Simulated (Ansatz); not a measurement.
`CB[SiH2]Cl` + H₂S → `CB[SiH2]S` + HCl at 600 K and 1 bar (ligand exchange at the Si–Cl bond).

Computed with Ansatz on PBE0-D4/def2-TZVP structures; ΔE is electronic, products minus reactants. CBS: MP2 limit from def2 TZ/QZ plus the TZ coupled-cluster correction, frozen cores. This one scheme is used for every species. One conformer a species, not always the lowest.

```json
{"species": "`CB[SiH2]Cl`", "CCSD(T)/CBS energy (Eh)": "-815.34006", "H − E (kJ/mol)": "234.6", "S (J/(mol·K))": "436.6"}
{"species": "H₂S", "CCSD(T)/CBS energy (Eh)": "-398.97279", "H − E (kJ/mol)": "60.8", "S (J/(mol·K))": "230.9"}
{"species": "`CB[SiH2]S`", "CCSD(T)/CBS energy (Eh)": "-753.91845", "H − E (kJ/mol)": "261.6", "S (J/(mol·K))": "454.6"}
{"species": "HCl", "CCSD(T)/CBS energy (Eh)": "-460.38127", "H − E (kJ/mol)": "35.4", "S (J/(mol·K))": "207.2"}
```

H − E and S are ideal-gas, rigid-rotor, harmonic terms from PBE0-D4/def2-TZVP, for one conformer and one mirror image of each species. 1 Eh = 2625.50 kJ/mol, R = 8.31446 J/(mol·K).

Question: By hand: ΔE, ΔH, ΔS and ΔG.

Answer: ΔE = (-753.91845) + (-460.38127) − (-815.34006) − (-398.97279) = 0.01313 Eh = 34.5 kJ/mol. Δ(H − E) = 261.6 + 35.4 − 234.6 − 60.8 = 1.6, so ΔH = 36.1 kJ/mol. ΔS = 454.6 + 207.2 − 436.6 − 230.9 = -5.7 J/(mol·K). ΔG = 36.1 − 600 × (-5.7)/1000 = 39.5 kJ/mol.

Question: By hand: the equilibrium constant, and the temperature at which ΔG would vanish if ΔH and ΔS stayed fixed.

Answer: log₁₀ K = −ΔG/(RT ln 10) = -3.4. ΔH and −TΔS have one sign here, so there is no such temperature.

The number of gas molecules stays the same, so ΔS is small and ΔH decides. A doubt of 5 kJ/mol in ΔE shifts log₁₀ K by 0.4 here. Other conformers and mirror images would add mixing entropy, several J/(mol·K) or more a flexible species. Modes under 60 cm⁻¹, often nearly free rotors, make the harmonic entropy too high. These are equilibria of isolated gas molecules and say nothing of rates. Largest T1 diagnostic: 0.011 (customary marks: 0.02 for closed shells, 0.045 for open ones).

ΔS is within the doubt of such terms, so its sign, and with it that verdict, could turn.
